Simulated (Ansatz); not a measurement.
Consider the formal exchange of groups at the Al–Cl bond: `[OH][Al]([SiH3])[Cl]` + `C[CH2][SnH3]` → `[OH][Al]([SiH3])[SnH3]` + `CCCl`.

Gas-phase electronic energies from Ansatz, PBE0-D4/def2-TZVP geometries. CBS: MP2 limit from def2 TZ/QZ plus the TZ coupled-cluster correction, frozen cores. Elements past krypton have def2 core potentials. For Sn outer-core shells are correlated without core-valence functions, which leaves a few kJ/mol of doubt a bond. Each species was taken in one conformer, which may not be the lowest.

| species | CCSD(T)/CBS(def2) energy (Eh) |
| --- | --- |
| `[OH][Al]([SiH3])[Cl]` | -1068.57948 |
| `C[CH2][SnH3]` | -294.92046 |
| `[OH][Al]([SiH3])[SnH3]` | -824.54300 |
| `CCCl` | -538.89655 |

Task: Work out ΔE.

Result: ΔE = (-824.54300) + (-538.89655) − (-1068.57948) − (-294.92046) = 0.06039 Eh = +158.6 kJ/mol.

Largest T1 diagnostic among the species: 0.014.

From PBE to PBE0 (25 % exact exchange), in def2-TZVPP and without D4, ΔE moves by +6.7 kJ/mol.
